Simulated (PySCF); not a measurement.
# Assignment exercise: C₈H₉FO

Numbering as in the mapped SMILES `[CH3:1][CH2:2][c:3]1[cH:4][cH:5][cH:6][c:7]([OH:8])[c:9]1[F:10]` (H(Xn): hydrogen on atom n).

[PySCF 2.14: GIAO PBE0/pcSseg-1 shieldings; PBE0-D3(BJ)/def2-SVP geometry; single conformer; fast rotation and ring inversion assumed for equivalent nuclei; no relativistic terms; gas phase]

Shifts are taken against calculated references (same method and geometry level): TMS for ¹³C, ¹H.

(1) Assign these signals to the numbered atoms. ¹³C{¹H} NMR (computed): δ 155.3 (C), 150.3 (C), 136.6 (C), 129.9 (CH), 124.8 (CH), 118.8 (CH), 26.9 (CH2), 18.1 (CH3).

(2) Assign these signals to the numbered atoms. ¹H NMR (600 MHz, computed): δ 7.10 (m, 1H), 6.99 (m, 1H), 6.73 (m, 1H), 4.73 (br s, 1H), 2.56 (q, 2H), 1.18 (t, 3H).

Results:

(1) 
155.3 → C9, aromatic carbon bearing fluorine: σ withdrawal by the attached heteroatom moves it downfield of the ring CH carbons
150.3 → C7, aromatic carbon bearing oxygen: the electronegative substituent deshields the carbon that carries it
136.6 → C3, substituted aromatic carbon
129.9 → C5, aromatic CH: the aromatic region
124.8 → C4, aromatic CH
118.8 → C6, aromatic CH: π donation from the O or N substituent raises the electron density at positions ortho and para to it
26.9 → C2, sp3 CH2 on an aromatic ring: a saturated carbon with 2 carbon neighbours and no heteroatom attached
18.1 → C1, methyl carbon: a saturated carbon with 1 carbon neighbour and no heteroatom attached

(2) 
| δ (ppm) | atoms | environment | reason |
| --- | --- | --- | --- |
| 7.10 | H(C5) | hydrogen on an aromatic CH | ring-current deshielding |
| 6.99 | H(C6) | hydrogen on an aromatic CH | – |
| 6.73 | H(C4) | hydrogen on an aromatic CH | – |
| 4.73 | H(O8) | hydrogen on a phenol-type oxygen | exchangeable, gas-phase position |
| 2.56 | H(C2) | hydrogen on an sp3 CH2 on an aromatic ring | benzylic-type position, deshielded by the ring |
| 1.18 | H(C1) | hydrogen on a methyl carbon | – |

H(C5) and H(C6) lie closer than the usual error of such a calculation, so a measured spectrum could show them in the other order.

Exchangeable OH/NH protons stand at their gas-phase positions; hydrogen bonding in a real sample shifts them, mostly to higher δ. Splittings by ¹⁹F in the carbon and heteronuclear signals aren't shown, as no couplings were computed. Shifts are as computed. Against solution values, carbons near 30 ppm lie about +2 ppm off and those near 130 ppm about +5 ppm. Of 1211 compounds with measured shifts, 218 miss one by over three times the rms of a fit or turn the order of signals round; such compounds aren't used in these exercises. No couplings were computed; multiplicities are counted from neighbouring protons, with m where these are inequivalent, close in shift, in a saturated or five-membered ring or joined by F or P, and br s for small geminal =CH2 splittings.
